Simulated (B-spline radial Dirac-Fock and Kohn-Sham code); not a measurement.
## K-line shifts caused by a second vacancy in S²⁻

System: sulfur as S²⁻, configuration 1s2 2s2 2p6 3s2 3p6, inside a Watson sphere of charge +2 and radius 1.564 Å (a model of the Madelung potential; inside it an electron's potential energy is lowered by 18.4 eV).

Calculated with a radial B-spline solver, using ΔSCF Dirac-Fock with Breit, self-energy and vacuum polarisation, finite nucleus, configuration average. Each two-hole energy is an average over J within one jj subconfiguration, not an observable level; in light atoms, where LS coupling holds, the j-resolved values are not observed lines, and for a K spectator the Kα1 hypersatellite is nearly forbidden. Correlation and solid-state effects are left out.

Lines without a spectator: Kα2 (K-L2) 2306.5 eV, Kα1 (K-L3) 2307.7 eV, Kβ3 (K-M2) 2465.2 eV, Kβ1 (K-M3) 2465.3 eV. Shifts in eV with one spectator hole (a dash: not computed, or left out as unreliable):

```tsv
spectator hole	Kα2	Kα1	Kβ3	Kβ1
K (1s)	+160.6	+161.0	+196.9	+196.9
L2 (2p1/2)	+10.77	+13.60	–	+36.3
L3 (2p3/2)	+13.21	+12.40	+35.9	–
M2 (3p1/2)	–	0.00	+1.11	+1.75
M3 (3p3/2)	-0.01	–	+1.70	+1.51
```

With n spectator holes in 2p, averaged over the 2p shell (energies in eV):

| n | KαLⁿ | step | hypersatellite KαʰLⁿ |
| --- | --- | --- | --- |
| 0 | 2307.3 | – | 2468.2 |
| 1 | 2320.2 | +12.8 | 2482.3 |
| 2 | 2334.2 | +14.0 | 2497.6 |
| 3 | 2349.5 | +15.3 | 2514.2 |
| 4 | 2366.2 | +16.6 | 2532.2 |
| 5 | 2384.1 | +18.0 | 2551.4 |
